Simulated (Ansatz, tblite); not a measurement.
Removing an electron: PPAsAs tetrahedron (As2P2). Total charge 0; singlet. Geometry: r2SCAN-D4/def2-SVP. Ansatz, gas phase; energy differences of separate SCF runs; the oxidised species was run as a doublet alone.

```xyz
4

P    -0.923    1.022    0.138
P    -0.719   -1.158   -0.244
As    0.762   -0.146    1.246
As    0.880    0.282   -1.140
```

The xTB rows come from tblite. HOMO above LUMO, or a gap near zero within one spin, warns that the state may not be the lowest or that an electron is smeared out.

| level | −HOMO (eV) | vertical IE (eV) | −LUMO (eV) | HOMO–LUMO gap (eV) | remarks |
| --- | --- | --- | --- | --- | --- |
| GFN1-xTB | 9.92 | 14.36 | 6.62 | 3.30 | – |
| PBE-D4/def2-TZVP | 6.25 | 9.04 | 1.82 | 4.43 | gap within one spin near zero (+1 doublet) |
| PBE0-D4/def2-TZVP | 7.22 | 9.15 | 1.09 | 6.13 | – |

Task: Estimate the rows for GFN2-xTB, r2SCAN-D4/def2-TZVP.

Result: 
```csv
level,−HOMO (eV),vertical IE (eV),−LUMO (eV),HOMO–LUMO gap (eV)
GFN2-xTB,10.20,12.92,6.92,3.28
r2SCAN-D4/def2-TZVP,6.53,9.18,1.75,4.78
```

  Raw xTB energy differences between charge states are shifted by several eV; the methods need an empirical correction for them.
